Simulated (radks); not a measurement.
Results of a calculation; reference values are marked as such.
Q: Mean orbital radii <r> (bohr) of neutral iodine, [Kr] 4d10 5s2 5p5, of relativity; Dirac values are averaged over j with weights 2j + 1. Spin-unpolarised spherical Kohn-Sham, PBE, point nucleus unless stated (finite: rms radius 4.75 fm), a radial shooting solver on a logarithmic mesh with Libxc functionals. A level marked "c x" has the speed of light scaled by that factor and shares open shells by 2j + 1; other Dirac levels either fill j = l - 1/2 first or share by 2j + 1.

shell  non-rel.
1s      0.02868
2s       0.1235
2p       0.1051
3s       0.3279
3p       0.3183
3d       0.2889
4s       0.7699
4p       0.8047
4d       0.9145
5s        2.050
5p        2.492

Give the values at the level "Dirac, c x 5".

A: 
shell  Dirac, c x 5  change of magnitude (%)
1s          0.02863                    -0.20
2s           0.1232                    -0.21
2p           0.1050                    -0.11
3s           0.3273                    -0.17
3p           0.3180                    -0.08
3d           0.2889                    0.00
4s           0.7688                    -0.15
4p           0.8042                    -0.06
4d           0.9148                    +0.03
5s            2.047                    -0.16
5p            2.492                    -0.03
